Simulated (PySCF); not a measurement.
C$_{2}$H$_{5}$FO$_{2}$Si, singlet, at a GFN2-xTB geometry, with bond 1-2 at 3.0 times its length; PBE0/6-31G (PySCF).

Input for PySCF:
```python
from pyscf import gto, scf, dft

mol = gto.Mole()
mol.atom = '''
    F     4.115204   -0.131416   -3.260819
    Si    0.856598   -0.218561    0.292319
    C    -0.224157    1.352583    0.330621
    O    -1.529676    0.785663    0.449002
    C    -1.604380   -0.416691   -0.243919
    O    -0.410032   -1.142468   -0.141648
    H     1.491241   -0.710590    1.488032
    H    -0.105188    2.021045    1.179255
    H    -0.149314    1.943218   -0.592536
    H    -2.418170   -0.999859    0.197741
    H    -1.807249   -0.249269   -1.315454
'''
mol.basis = '6-31g'
mol.charge = 0
mol.spin = 0
mol.verbose = 4
mol.build()

mf = dft.RKS(mol)
mf.xc = 'pbe0'
mf.kernel()
mo_i, mo_e, stable_i, stable_e = mf.stability(internal=True, external=True, return_status=True, nroots=6, tol=1e-6)
print('internally stable:', stable_i, ' externally stable:', stable_e)
if not stable_e:
    umf = mf.to_uhf() if not hasattr(mf, 'xc') else mf.to_uks()
    umf.scf_summary = {}
    umf.kernel(umf.make_rdm1(mo_e, umf.mo_occ))
mf.analyze()
```

Output, abridged:

```
PySCF version 2.14.0

[INPUT] verbose = 4
[INPUT] num. atoms = 11
[INPUT] num. electrons = 56
[INPUT] charge = 0
[INPUT] spin (= nelec alpha-beta = 2S) = 0
[INPUT] symmetry False subgroup None
[INPUT] Mole.unit = angstrom
[INPUT] Symbol           X                Y                Z      unit          X                Y                Z       unit  Magmom
[...]
nuclear repulsion = 279.653979391939
number of shells = 42
number of NR pGTOs = 176
number of NR cGTOs = 68
basis = 6-31g
ecp = {}

******** <class 'pyscf.dft.rks.RKS'> ********
method = RKS
initial guess = minao
damping factor = 0
level_shift factor = 0
DIIS = <class 'pyscf.scf.diis.CDIIS'>
diis_start_cycle = 1
diis_space = 8
diis_damp = 0
SCF conv_tol = 1e-09
SCF conv_tol_grad = None
SCF max_cycles = 50
direct_scf = True
direct_scf_tol = 1e-13
XC library pyscf.dft.libxc version 7.1.2
    S. Lehtola, C. Steigemann, M. J. T. Oliveira, and M. A. L. Marques,  SoftwareX 7, 1–5 (2018)
XC functionals = pbe0
    C. Adamo and V. Barone,  J. Chem. Phys. 110, 6158 (1999)
    M. Ernzerhof and G. E. Scuseria,  J. Chem. Phys. 110, 5029 (1999)
radial grids:
    Treutler-Ahlrichs [JCP 102, 346 (1995); DOI:10.1063/1.469408] (M4) radial grids

becke partition: Becke, JCP 88, 2547 (1988); DOI:10.1063/1.454033
pruning grids: <function nwchem_prune>
grids dens level: 3
symmetrized grids: False
atomic radii adjust function: <function treutler_atomic_radii_adjust>
small_rho_cutoff = 0
Set gradient conv threshold to 3.16228e-05
Initial guess from minao.
tot grids = 138888
init E= -618.932957505075
cycle= 1 E= -617.798271853949  delta_E= 1.13  |g|= 1.19  |ddm|= 3.05
cycle= 2 E= -604.748083061128  delta_E= 13.1  |g|= 2.92  |ddm|= 13.2
cycle= 3 E= -617.588426472807  delta_E= -12.8  |g|= 1.65  |ddm|= 13.2
cycle= 4 E= -617.808830484443  delta_E= -0.22  |g|= 1.25  |ddm|= 0.502
cycle= 5 E= -617.813679560973  delta_E= -0.00485  |g|= 1.23  |ddm|= 0.27
cycle= 6 E= -617.94427184481  delta_E= -0.131  |g|= 0.859  |ddm|= 0.549
cycle= 7 E= -605.387116423165  delta_E= 12.6  |g|=  2.5  |ddm|= 13.1
cycle= 8 E= -612.89768651895  delta_E= -7.51  |g|=  2.3  |ddm|= 11.7

cycle= 9 E= -617.218333696402  delta_E= -4.32  |g|= 1.31  |ddm|=  4.9
cycle= 10 E= -617.2972454916  delta_E= -0.0789  |g|= 1.19  |ddm|=  0.4
cycle= 11 E= -617.320545548747  delta_E= -0.0233  |g|= 1.14  |ddm|= 0.073
cycle= 12 E= -617.852988495996  delta_E= -0.532  |g|=  1.1  |ddm|= 2.49
cycle= 13 E= -617.900113283563  delta_E= -0.0471  |g|= 0.985  |ddm|= 0.168
[...]
SCF not converged.
<class 'pyscf.dft.rks.RKS'> wavefunction is stable in the internal stability analysis
<class 'pyscf.dft.rks.RKS'> wavefunction has an real -> complex instability
<class 'pyscf.dft.rks.RKS'> wavefunction has an RHF/RKS -> UHF/UKS instability
internally stable: True  externally stable: False
[...]
cycle= 32 E= -618.037512584024  delta_E= -0.0158  |g|= 0.378  |ddm|= 0.154
cycle= 33 E= -617.691649144035  delta_E= 0.346  |g|= 0.738  |ddm|=  1.5
cycle= 34 E= -617.455981227479  delta_E= 0.236  |g|= 0.812  |ddm|= 0.381
cycle= 35 E= -617.460390835421  delta_E= -0.00441  |g|= 0.808  |ddm|= 0.0807
cycle= 36 E= -617.461134591929  delta_E= -0.000744  |g|= 0.808  |ddm|= 0.00872
cycle= 37 E= -617.459219905318  delta_E= 0.00191  |g|= 0.809  |ddm|= 0.0262
cycle= 38 E= -618.178969403226  delta_E= -0.72  |g|= 0.0854  |ddm|= 1.23
cycle= 39 E= -618.1747620668  delta_E= 0.00421  |g|= 0.234  |ddm|= 0.525
cycle= 40 E= -618.19431304288  delta_E= -0.0196  |g|= 0.219  |ddm|= 0.316
cycle= 41 E= -618.162688981784  delta_E= 0.0316  |g|= 0.257  |ddm|= 0.394
cycle= 42 E= -618.188189863762  delta_E= -0.0255  |g|= 0.226  |ddm|= 0.271
cycle= 43 E= -618.196293332691  delta_E= -0.0081  |g|= 0.132  |ddm|= 0.27
cycle= 44 E= -618.205937578052  delta_E= -0.00964  |g|= 0.114  |ddm|= 0.131
cycle= 45 E= -618.203366218225  delta_E= 0.00257  |g|= 0.115  |ddm|= 0.048
cycle= 46 E= -618.198868049134  delta_E= 0.0045  |g|= 0.138  |ddm|= 0.0539
cycle= 47 E= -618.211157237302  delta_E= -0.0123  |g|= 0.155  |ddm|= 0.466
cycle= 48 E= -618.215263387776  delta_E= -0.00411  |g|= 0.118  |ddm|= 0.239
cycle= 49 E= -618.212405904972  delta_E= 0.00286  |g|= 0.138  |ddm|= 0.275
cycle= 50 E= -618.211488398899  delta_E= 0.000918  |g|= 0.145  |ddm|= 0.0367
SCF not converged.
SCF energy = -618.211488398899 after 50 cycles  <S^2> = 0.94899589  2S+1 = 2.1899734
**** SCF Summaries ****
Total Energy =                        -618.172380805663124
Nuclear Repulsion Energy =             279.653979391938549
One-electron Energy =                -1407.807500503935444
Two-electron Energy =                  509.981140306333828
Two-electron Coulomb Energy =          570.781855864796285
DFT Exchange-Correlation Energy =      -60.800715558462471
**** MO energy ****
[...]
 ** Mulliken pop on meta-lowdin orthogonal AOs  **
 ** Mulliken pop  **
 ** Mulliken atomic charges  **
charge of    0F =     -0.40819
charge of    1Si =      0.77034
charge of    2C =     -0.23721
charge of    3O =     -0.34808
charge of    4C =      0.13971
charge of    5O =     -0.50524
charge of    6H =     -0.00138
charge of    7H =      0.16364
charge of    8H =      0.14024
charge of    9H =      0.15930
charge of   10H =      0.12687
Dipole moment(X, Y, Z, Debye): -6.14162,  1.28384,  6.35831
```

Convergence was not reached.
